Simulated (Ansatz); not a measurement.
`C[SiH](F)[InH2]` + HBr → `C[SiH](F)Br` + `[InH3]`  (cleavage of the Si–In bond)

Program: Ansatz. Geometries: PBE0-D4/def2-TZVP. ΔE: electronic, gas phase. CCSD(T)/CBS is the MP2 limit (def2-TZVPP, def2-QZVPP) plus CCSD(T) − MP2 in def2-TZVPP, frozen cores. Functionals use def2-TZVPP. B3LYP here is the variant with VWN-RPA as its local correlation; programs differ in this. Elements past krypton have def2 core potentials. For Br, In outer-core shells are correlated without core-valence functions, which leaves a few kJ/mol of doubt a bond. Scalar relativity is left out up to krypton.

| level | ΔE (kJ/mol) |
| --- | --- |
| BLYP-D4 | -83.0 |
| r2SCAN0-D4 | -96.0 |
| PBE-QIDH | -94.1 |
| revPBE | -78.8 |
| B3LYP | -87.2 |
| SCS-MP2/def2-QZVPP | -95.1 |
| HF/CBS(def2) | -106.7 |
| MP2/CBS(def2) | -96.3 |

(1) What does CCSD(T)/CBS give? (Estimate.)

Largest T1 diagnostic among the species: 0.014.

Results:

(1) The calculation gave: -90.3 kJ/mol. The listed levels differ from it by 7.3, -5.7, -3.8, 11.5, 3.1, -4.8, -16.4, -6.0 kJ/mol.

From BLYP to BHLYP (50 % exact exchange), in def2-TZVPP and without D4, ΔE moves by −15.1 kJ/mol. At CCSD(T), def2-SVP lies +7.1 kJ/mol from the extrapolated value and def2-TZVPP +0.8 kJ/mol.

CCSD(T)/CBS has its own doubt, a few kJ/mol and more with outer-core shells, so smaller differences from it don't rank the levels.
